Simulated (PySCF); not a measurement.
**Basis-set dependence of excited states**

Species: GeH7NSi2.
InChI=1S/GeH7NSi2/c1-2-4-3-1/h2H,1,3-4H2

TDDFT with PBE0 (PySCF), vertical singlets, core orbitals frozen in the response, spherical d and f functions. Geometry: PBE0-D3(BJ)/def2-SVP; no solvent, vibrations or thermal averaging. Relativistic effects, spin–orbit coupling among them, are left out although an element past zinc is present.

Question: How do the low singlets change with the basis? Take 6-31G*, def2-SVP, def2-SVPD, aug-cc-pVDZ, def2-TZVP and def2-TZVPD.

Answer: 

| basis | functions | diffuse | S1 (eV) | S2 (eV) | S3 (eV) | S4 (eV) | S5 (eV) | LUMO (eV) | α (au) |
| --- | --- | --- | --- | --- | --- | --- | --- | --- | --- |
| 6-31G* | 96 | no | 5.17 | 5.74 | 5.93 | 6.38 | 6.40 | -0.43 | 82.3 |
| def2-SVP | 117 | no | 5.38 | 5.91 | 6.13 | 6.18 | 6.21 | -0.33 | 87.1 |
| def2-SVPD | 162 | yes | 5.21 | 5.60 | 5.88 | 5.93 | 6.00 | -0.66 | 97.2 |
| aug-cc-pVDZ | 176 | yes | 5.04 | 5.49 | 5.72 | 5.94 | 5.95 | -0.80 | 99.2 |
| def2-TZVP | 195 | no | 5.22 | 5.61 | 5.89 | 5.97 | 6.00 | -0.61 | 94.0 |
| def2-TZVPD | 240 | yes | 5.11 | 5.48 | 5.80 | 5.83 | 5.90 | -0.78 | 98.5 |

States are compared by their number. Against the largest diffuse basis here (def2-TZVPD, itself not a converged limit), sets without diffuse functions differ by up to 0.27 eV in S1 and 0.50 eV in S5; the smaller diffuse sets differ by up to 0.09 and 0.10 eV. State by state, the largest deviation of a set without diffuse functions is S1 0.27, S2 0.43, S3 0.33, S4 0.55, S5 0.50 eV. The same number needn't mean the same state in each row. Against def2-TZVPD the polarisability deviates by -16% in 6-31G*, -12% in def2-SVP, -1% in def2-SVPD, +1% in aug-cc-pVDZ, -5% in def2-TZVP.
